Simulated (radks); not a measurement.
Coulomb parameter of the 4d shell of neutral silver in the model configuration [Kr] 4d9.5 5s1.5, as a second difference U = [E(n + 0.25) + E(n - 0.25) - 2 E(n)] / (0.25)^2 with all orbitals relaxed. "Bare": the charge of the atom changes with n. "Screened": the 5s shell takes up the change at fixed total charge, which measures U(4d,4d) + U(5s,5s) - 2 U(4d,5s). Calculated with a radial shooting solver on a logarithmic mesh with Libxc functionals: scalar-relativistic Kohn-Sham, LDA (Slater exchange, Perdew-Wang correlation), spin-unpolarised, spherical densities, point nucleus.

case,configuration,E - E(n) (eV)
start,[Kr] 4d9.5 5s1.5,0.000
bare +0.25,[Kr] 4d9.75 5s1.5,-1.973
bare -0.25,[Kr] 4d9.25 5s1.5,2.657
screened +0.25,[Kr] 4d9.75 5s1.25,-0.924
screened -0.25,[Kr] 4d9.25 5s1.75,1.055

U(bare) = 10.943 eV, U(screened by 5s) = 2.091 eV, against the Slater integral F0(4d,4d) = 17.971 eV with frozen orbitals. The step up makes a negative ion, whose loosely bound charge lowers the bare value.
